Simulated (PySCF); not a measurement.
# [Eu(H2O)2]3+ at several levels of theory

Computed with PySCF 2.14.0 (density fitting, no spin-orbit coupling) at the geometry relaxed with PBE0:

```xyz
7
[Eu(H2O)2]3+ (singlet in the valence; each metal's 4f electrons, 6 of them, lie in its core potential, out of spins and levels)
Eu   -0.1894    1.0834    0.0071
O     0.0754   -0.1750    1.8564
H     0.5236    0.0739    2.7081
H    -0.2469   -1.0957    2.0435
O    -0.0349   -0.1671   -1.8588
H     0.2986   -1.0959   -1.9672
H    -0.2767    0.0878   -2.7890
```

```
level                                                 basis    state  HOMO (eV)  gap (eV)  charge on Eu1 (e)  population of f-type functions on Eu1 (polarisation alone where 4f lies in the core)  dipole about the centre of mass (D)  largest force component (eV/Å)
 PBE0     Eu lcecp-1-SVP with ECP52, O def2-SVP, H def2-SVP  singlet     -26.43      7.91               2.24                                                                                  0.04                                 2.95                            0.02
  PBE                                              the same  singlet     -24.68      5.17               2.14                                                                                  0.04                                 3.27                            0.46
 PBE0  Eu lcecp-1-TZVP with ECP52, O def2-TZVP, H def2-TZVP  singlet     -26.42      7.98               2.39                                                                                  0.05                                 2.98                            0.28
```

In the lcecp rows the 4f levels are missing from HOMO and gap, and the state counts the valence alone.

Charges are Mulliken's, which hang on the basis. The relaxation used the grid (50, 194), these runs (75, 302) or, all-electron (x2c bases, spin-free X2C Hamiltonian), (99, 590).

(1) A further run in the first row's basis gives HOMO (eV) -24.63, gap (eV) 5.19, charge on Eu1 (e) 2.15, population of f-type functions on Eu1 (polarisation alone where 4f lies in the core) 0.04, dipole about the centre of mass (D) 3.22, largest force component (eV/Å) 0.43. Which level was it?
A. revPBE
B. CAM-B3LYP
C. HF

An lcecp potential fixes the number of 4f electrons, so in runs with it no electron can move into or out of that shell.

Answers

(1) A. The others give HOMO -27.90 eV (CAM-B3LYP); -31.01 eV (HF).
